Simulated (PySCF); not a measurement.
MOH₄ across group 16

Level: PBE0, basis family def2-TZVP, scalar-relativistic core potentials from Rb on and no relativity for lighter atoms.

Each entry is the lowest minimum that a search over a few typed start shapes (and spin states, where more than one is plausible) found, or that minimum re-optimised at the stated level; isomers with ligand–ligand bonds, or fragments after loss of a ligand pair, can lie lower. Open shells are unrestricted; no spin–orbit coupling; PySCF with density fitting.

| molecule | 2S+1 | point group | mean bond to the central atom (Å) | polar-tensor charge of the central atom | gap (eV) | atomisation (kJ/mol) | distinct angles (°) |
| --- | --- | --- | --- | --- | --- | --- | --- |
| H₄SO | 1 | C2v | 1.404 | 1.50 | 7.19 | 1282 | 89/92/177/91/134 |
| H₄SeO | 1 | C2v | 1.552 | 1.62 | 6.17 | 1080 | 89/96/177/91/132 |
| H₄TeO | ? | ? | ? | ? | ? | ? | ? |

Question: Fill in the row of H₄TeO.

Answer: 2S+1: 1; point group: C2v; mean bond to the central atom (Å): 1.732; polar-tensor charge of the central atom: 1.77; gap (eV): 5.79; atomisation (kJ/mol): 1027; distinct angles (°): 88/102/174/93/129.

Left out of the table are members whose search was unfinished or whose lowest solution was spin-contaminated, unstable, very soft or bonded differently.
